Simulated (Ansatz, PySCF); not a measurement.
vinylidene fluoride cation (C₂H₂F₂), SMILES C=C(F)F (connectivity only; charge and spin as stated), charge +1, multiplicity 2. Atoms are numbered in the order given.

```xyz
6

C      0.0000     0.0000     1.4133
C      0.0000     0.0000    -0.0039
F      0.0000     1.0655    -0.6765
F      0.0000    -1.0655    -0.6765
H      0.0000    -0.9579     1.9457
H      0.0000     0.9579     1.9457
```
Charge +1, spin multiplicity 2.

The structure is a stationary point at B3LYP-D3(BJ)/def2-SVP. The multiplicity is an assumed one; other spin states were not compared.

Two levels are set side by side: PBE-D3(BJ)/def2-SVP (Ansatz, a program for electronic structure) and B3LYP-D3(BJ)/def2-SVP (Ansatz). Each level has its own optimised geometry; the coordinates shown are those of the second. Frequencies come from the Hessian of PySCF at each geometry. Differences are taken from unrounded values.

```
quantity                            B3LYP-D3(BJ)
----------------------------------  ------------
mean bond length (Å)                       1.226
bond C1–C2 (Å)                             1.417
bond C2–F3 (Å)                             1.260
bond C2–F4 (Å)                             1.260
bond C1–H5 (Å)                             1.096
bond C1–H6 (Å)                             1.096
highest harmonic wavenumber (cm⁻¹)          3279
mean harmonic wavenumber (cm⁻¹)             1323
zero-point energy (kcal/mol)               22.70
```

Q: What does PBE-D3(BJ) give, and how far is it from B3LYP-D3(BJ)? (An estimate is asked for; the answer gives what the named calculation found.)

A: 
```
quantity                            PBE-D3(BJ)  PBE-D3(BJ) minus B3LYP-D3(BJ)
----------------------------------  ----------  -----------------------------
mean bond length (Å)                     1.234                          0.009
bond C1–C2 (Å)                           1.423                          0.006
bond C2–F3 (Å)                           1.270                          0.010
bond C2–F4 (Å)                           1.270                          0.010
bond C1–H5 (Å)                           1.104                          0.008
bond C1–H6 (Å)                           1.104                          0.008
highest harmonic wavenumber (cm⁻¹)        3216                            -64
mean harmonic wavenumber (cm⁻¹)           1285                            -39
zero-point energy (kcal/mol)             22.04                          -0.66
```

Exact exchange shortens and stiffens bonds; PBE has none. Differences between two approximate levels are no errors against the true value.
